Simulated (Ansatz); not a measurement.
A nudged elastic band was laid between two geometries of CH6FPSi (10 atoms, charge 0, multiplicity 1).

Computed with RKS B3LYP/def2-mTZVP (Ansatz).

| Item | Value |
| --- | --- |
| movable images | 7 |
| climbing image | yes |
| spring | 5.0 eV/Å² |
| optimiser | quadratic models (default) |
| start path | IDPP |
| force threshold | 0.03 eV/Å |
| iteration limit | 60 |
| end points | relaxed |

First end point:

```xyz
10
Properties=species:S:1:pos:R:3
C 0.040 1.361 0.102
Si -0.320 -0.385 0.670
F 0.473 -0.624 2.066
P 0.317 -2.056 -0.733
H -0.498 1.592 -0.820
H -0.269 2.085 0.859
H 1.105 1.509 -0.087
H -1.766 -0.563 0.947
H -0.491 -1.572 -1.804
H 1.493 -1.399 -1.196
```

Last end point:

```xyz
10
Properties=species:S:1:pos:R:3
C 0.476 1.388 0.402
Si -0.391 -0.266 0.446
F -0.193 -0.924 1.917
P 0.554 -1.711 -1.032
H 0.324 1.891 -0.557
H 0.090 2.046 1.183
H 1.551 1.282 0.556
H -1.853 -0.104 0.260
H -0.524 -2.640 -1.003
H 0.049 -1.014 -2.169
```

Problem. Which bonds break or form, and what moves?

Solution. No bond is made or broken. The dihedral C1–Si2–P4–H10 goes from 35 to -71°.

Problem. Give the energies along the band, and the barrier.

Solution. The run converged. The highest image is number 4 of 0 to 8, 0.027 eV above the first end and 0.035 eV above the last; the last end lies 0.008 eV below the first. A vibrational analysis at the climbing image gives one clearly imaginary mode, 117i cm⁻¹: a first-order saddle point.

```tsv
image	path coordinate (Å)	energy (eV)	dihedral C1–Si2–P4–H10 (°)
0	0.00	0.000	35
1	0.36	0.004	22
2	0.73	0.015	9
3	1.09	0.024	-5
4	1.45	0.027	-18
5	1.82	0.020	-32
6	2.19	0.008	-45
7	2.55	-0.003	-58
8	2.92	-0.008	-71
```

Problem. What is the geometry of the highest image?

Solution. 
```xyz
10
Properties=species:S:1:pos:R:3
C 0.340 1.346 0.313
Si -0.412 -0.348 0.558
F -0.061 -0.832 2.068
P 0.432 -1.932 -0.849
H 0.065 1.763 -0.659
H -0.012 2.035 1.084
H 1.430 1.317 0.366
H -1.891 -0.302 0.476
H -0.777 -2.102 -1.578
H 0.969 -0.995 -1.777
```

Problem. What are the harmonic wavenumbers there?

Solution. 117i, 163, 171, 225, 260, 432, 635, 666, 689, 782, 799, 829, 899, 927, 1130, 1337, 1479, 1484, 2230, 2370, 2382, 3034, 3099, 3104 cm⁻¹.

Run time: 97 s on 2 threads of Arm Neoverse V1, with other jobs on the host, peak memory 0.2 GiB.
